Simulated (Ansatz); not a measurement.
# Nudged elastic band run: C5H10OSi

Input file:

```yaml
crystal:
  periodic: [false, false, false]
  atoms:
    - { symbol: C, position_ang: [0.477816, -2.324579, 1.615981] }
    - { symbol: C, position_ang: [0.648788, -1.3544, 0.714589] }
    - { symbol: C, position_ang: [1.934496, -0.633465, 0.454422] }
    - { symbol: O, position_ang: [-0.437745, -0.977544, -0.070248] }
    - { symbol: Si, position_ang: [-0.601426, 0.347791, -1.168817] }
    - { symbol: C, position_ang: [-2.14557, 1.399565, -0.995098] }
    - { symbol: C, position_ang: [-0.842678, 2.100707, -0.50596] }
    - { symbol: H, position_ang: [-0.487372, -2.798965, 1.739174] }
    - { symbol: H, position_ang: [1.301282, -2.658466, 2.23436] }
    - { symbol: H, position_ang: [1.826128, 0.447016, 0.616165] }
    - { symbol: H, position_ang: [2.268088, -0.780815, -0.581515] }
    - { symbol: H, position_ang: [2.723196, -0.997472, 1.116288] }
    - { symbol: H, position_ang: [0.044795, 0.088088, -2.489184] }
    - { symbol: H, position_ang: [-2.616834, 1.801569, -1.888531] }
    - { symbol: H, position_ang: [-2.863014, 1.126974, -0.225058] }
    - { symbol: H, position_ang: [-0.764453, 2.269673, 0.565505] }
    - { symbol: H, position_ang: [-0.484597, 2.943925, -1.092074] }
basis:
  gaussian: { orbitals: "6-31G" }
hamiltonian:
  xc: pbe0
  dispersion: d4
neb:
  order_check: false
  images: 5
  f_tol: 0.03
  max_iterations: 43
  initial_path: idpp
  final_atoms:
    - { symbol: C, position_ang: [0.47204509, -2.29460602, 1.66998647] }
    - { symbol: C, position_ang: [0.63955024, -1.33471939, 0.75735564] }
    - { symbol: C, position_ang: [1.91474445, -0.59013367, 0.51155435] }
    - { symbol: O, position_ang: [-0.43877521, -0.99148341, -0.05420367] }
    - { symbol: Si, position_ang: [-0.59898241, 0.29873565, -1.19316356] }
    - { symbol: C, position_ang: [-2.13271222, 1.3692619, -1.04721555] }
    - { symbol: C, position_ang: [-0.82120784, 2.07422645, -0.58726184] }
    - { symbol: H, position_ang: [-0.48416973, -2.78812766, 1.78547575] }
    - { symbol: H, position_ang: [1.29083662, -2.59934682, 2.30887648] }
    - { symbol: H, position_ang: [2.69670063, -0.92187178, 1.19756428] }
    - { symbol: H, position_ang: [1.77773586, 0.49032179, 0.64811878] }
    - { symbol: H, position_ang: [2.27388593, -0.74991413, -0.51379261] }
    - { symbol: H, position_ang: [0.03993113, -0.00856821, -2.50687568] }
    - { symbol: H, position_ang: [-2.60786459, 1.74522958, -1.9497752] }
    - { symbol: H, position_ang: [-2.84591876, 1.12850636, -0.26286564] }
    - { symbol: H, position_ang: [-0.7386446, 2.27805037, 0.47780034] }
    - { symbol: H, position_ang: [-0.45625458, 2.894041, -1.20157932] }
```

Run as:

```bash
$ ansatz run input.yaml --threads 1 --pin off --max-ram 2048MiB --backend cpu --events-out ev --progress --plain --runs-dir out
```

Output, in part (warnings, iteration lines, the closing report on the highest movable image, with atoms numbered from 0):

```
NEB end point (image 0): max|allowed force component| = 1.219e-2 eV/Å (the criterion of neb.relax_end_points is 1.000e-2)
NEB end point (image 6): max|allowed force component| = 1.460e-2 eV/Å (the criterion of neb.relax_end_points is 1.000e-2)
NEB iter   1: max|band force component| = 1.287e0 eV/Å  barrier→ = 0.2500 eV  barrier← = 0.2502 eV  Δτ_max = 0.1332 Å  (181 SCF iters)
NEB iter   2: max|band force component| = 5.119e-1 eV/Å  barrier→ = 0.1322 eV  barrier← = 0.1324 eV  Δτ_max = 0.0908 Å  (136 SCF iters)
NEB iter   3: max|band force component| = 1.389e-1 eV/Å  barrier→ = 0.1263 eV  barrier← = 0.1265 eV  CI = image 3  Δτ_max = 0.0379 Å  (139 SCF iters)
NEB iter   4: max|band force component| = 5.624e-2 eV/Å  barrier→ = 0.1256 eV  barrier← = 0.1258 eV  CI = image 3  Δτ_max = 0.0219 Å  (135 SCF iters)
NEB iter   5: max|band force component| = 4.193e-2 eV/Å  barrier→ = 0.1253 eV  barrier← = 0.1255 eV  CI = image 3  Δτ_max = 0.1244 Å  (135 SCF iters)
NEB iter   6: max|band force component| = 1.585e-1 eV/Å  barrier→ = 0.1248 eV  barrier← = 0.1250 eV  CI = image 3  Δτ_max = 0.0407 Å  (137 SCF iters)
NEB iter   7: max|band force component| = 1.139e-1 eV/Å  barrier→ = 0.1243 eV  barrier← = 0.1245 eV  CI = image 3  Δτ_max = 0.0624 Å  (138 SCF iters)
NEB iter   8: max|band force component| = 7.457e-2 eV/Å  barrier→ = 0.1237 eV  barrier← = 0.1239 eV  CI = image 3  Δτ_max = 0.0354 Å  (136 SCF iters)
NEB iter   9: max|band force component| = 2.853e-2 eV/Å  barrier→ = 0.1232 eV  barrier← = 0.1235 eV  CI = image 3  Δτ_max = 0.0296 Å  (135 SCF iters)
NEB iter  10: max|band force component| = 2.876e-2 eV/Å  barrier→ = 0.1229 eV  barrier← = 0.1231 eV  CI = image 3  Δτ_max = 0.0268 Å  (28 SCF iters)
NEB iter  11: max|band force component| = 5.606e-2 eV/Å  barrier→ = 0.1227 eV  barrier← = 0.1229 eV  CI = image 3  Δτ_max = 0.0626 Å  (28 SCF iters)
NEB iter  12: max|band force component| = 5.313e-2 eV/Å  barrier→ = 0.1225 eV  barrier← = 0.1227 eV  CI = image 3  Δτ_max = 0.0509 Å  (135 SCF iters)
NEB iter  13: max|band force component| = 8.504e-2 eV/Å  barrier→ = 0.1224 eV  barrier← = 0.1226 eV  CI = image 3  Δτ_max = 0.0255 Å  (136 SCF iters)
NEB iter  14: max|band force component| = 4.127e-2 eV/Å  barrier→ = 0.1223 eV  barrier← = 0.1225 eV  CI = image 3  Δτ_max = 0.0367 Å  (140 SCF iters)
NEB iter  15: max|band force component| = 2.421e-2 eV/Å  barrier→ = 0.1222 eV  barrier← = 0.1224 eV  CI = image 3  Δτ_max = 0.0000 Å  (258 SCF iters)
Total energy: -15256.59489598 eV, -560.6695211358 hartree
Atom 0 at     0.426717    -2.060111     1.962843 Å, force     0.005370    -0.004725    -0.002413 eV/Å
Atom 1 at     0.612985    -1.182489     0.973748 Å, force    -0.007169     0.001704     0.000484 eV/Å
Atom 2 at     1.835494    -0.311412     0.832662 Å, force    -0.000578     0.000875     0.000419 eV/Å
Atom 3 at    -0.378790    -1.068382     0.005392 Å, force     0.004899     0.003765    -0.002227 eV/Å
Atom 4 at    -0.578874     0.008083    -1.327341 Å, force    -0.001477    -0.002618     0.002270 eV/Å
Atom 5 at    -2.076080     1.141965    -1.318105 Å, force     0.001023    -0.000457    -0.002347 eV/Å
Atom 6 at    -0.727103     1.871572    -1.048665 Å, force     0.000391    -0.000119     0.000674 eV/Å
Atom 7 at    -0.473272    -2.659094     2.008442 Å, force    -0.002116     0.003081     0.001514 eV/Å
Atom 8 at     1.176010    -2.192056     2.733920 Å, force     0.000074    -0.000763    -0.000442 eV/Å
Atom 9 at     1.949062     0.351003     1.696961 Å, force     0.000298    -0.000336     0.001028 eV/Å
Atom 10 at     1.784792     0.323683    -0.056990 Å, force    -0.000961     0.000140     0.000648 eV/Å
Atom 11 at     2.742523    -0.919422     0.757000 Å, force     0.000269     0.000087    -0.000182 eV/Å
Atom 12 at    -0.014160    -0.555589    -2.587580 Å, force    -0.000294    -0.000168     0.000087 eV/Å
Atom 13 at    -2.579578     1.362844    -2.256099 Å, force    -0.000372     0.000184     0.000654 eV/Å
Atom 14 at    -2.761221     1.073188    -0.476867 Å, force     0.000852    -0.000131     0.000950 eV/Å
Atom 15 at    -0.587394     2.261526    -0.042995 Å, force    -0.000019     0.000054    -0.000388 eV/Å
Atom 16 at    -0.370213     2.554292    -1.816326 Å, force    -0.000188    -0.000574    -0.000729 eV/Å
Dipole moment:     0.221172     0.351593    -0.146114 e Å
```

The run converged. The band force fell under the threshold earlier too, but the program's further tests of the path sent the band on. A vibrational analysis at the climbing image gives one clearly imaginary mode, 222i cm⁻¹, and a faint second one (17i cm⁻¹) that may be numerical noise or a soft torsion: probably a first-order saddle point. Limits of this set-up: no polarisation functions.

Final band (atoms are numbered from 1 in the order of the input):

```json
{"image": "0", "path coordinate (Å)": "0.00", "energy (kcal/mol)": "0.0", "dihedral O4–C2–C3–H10 (°)": "60"}
{"image": "1", "path coordinate (Å)": "0.83", "energy (kcal/mol)": "0.1", "dihedral O4–C2–C3–H10 (°)": "60"}
{"image": "2", "path coordinate (Å)": "1.65", "energy (kcal/mol)": "1.4", "dihedral O4–C2–C3–H10 (°)": "86"}
{"image": "3", "path coordinate (Å)": "2.48", "energy (kcal/mol)": "2.8", "dihedral O4–C2–C3–H10 (°)": "119"}
{"image": "4", "path coordinate (Å)": "3.25", "energy (kcal/mol)": "1.6", "dihedral O4–C2–C3–H10 (°)": "150"}
{"image": "5", "path coordinate (Å)": "4.02", "energy (kcal/mol)": "0.2", "dihedral O4–C2–C3–H10 (°)": "175"}
{"image": "6", "path coordinate (Å)": "4.79", "energy (kcal/mol)": "0.0", "dihedral O4–C2–C3–H10 (°)": "180"}
```

Time of the run: 7.7 min on 1 CPU thread of a shared host.
